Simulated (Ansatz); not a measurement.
Sr₄Te₄. Charge 0, multiplicity 3. Geometry r2SCAN-D4/def2-SVP, that of the neutral singlet; atoms count from 1.

Cartesian coordinates in Å:
```
Sr -0.563 -1.400 -3.297
Sr 2.625 -2.492 0.623
Sr -2.626 2.491 -0.622
Sr 0.564 1.402 3.295
Te -1.521 3.263 2.101
Te 1.767 -3.040 -2.239
Te -2.700 0.753 -3.113
Te 2.453 -0.978 3.251
```

In the def2 sets Sr, Te take a core potential; there is no spin–orbit coupling. At PBE0-D4/def2-SVP a singlet of charge 0 lies 2.43 eV below the triplet at the same geometry. The structure comes from a short search, and lower isomers may exist.

**Question.** Estimate the Mulliken populations from the PBE0/def2-SVP orbitals of Ansatz.

**Answer.** 
```json
{"atom": "Sr1", "charge (e)": "0.66", "spin (α − β)": "0.16"}
{"atom": "Sr2", "charge (e)": "0.71", "spin (α − β)": "0.04"}
{"atom": "Sr3", "charge (e)": "0.43", "spin (α − β)": "0.59"}
{"atom": "Sr4", "charge (e)": "0.66", "spin (α − β)": "0.15"}
{"atom": "Te5", "charge (e)": "-0.55", "spin (α − β)": "0.45"}
{"atom": "Te6", "charge (e)": "-0.68", "spin (α − β)": "0.07"}
{"atom": "Te7", "charge (e)": "-0.54", "spin (α − β)": "0.46"}
{"atom": "Te8", "charge (e)": "-0.68", "spin (α − β)": "0.07"}
```
Mulliken values depend strongly on the basis.

**Question.** Where does the spin sit?

**Answer.** Summed by element: Sr 0.94, Te 1.06, of 2 unpaired in all. Largest on single atoms: Sr3 0.59, Te7 0.46, Te5 0.45.

**Question.** And the Mayer bond orders between heavy atoms (over 0.3)?

**Answer.** Sr1–Te6 1.00 (3.04 Å); Sr1–Te7 0.82 (3.04 Å); Sr2–Te6 0.97 (3.04 Å); Sr2–Te8 0.97 (3.04 Å); Sr3–Te5 0.77 (3.04 Å); Sr3–Te7 0.77 (3.04 Å); Sr4–Te5 0.82 (3.04 Å); Sr4–Te8 1.00 (3.04 Å).
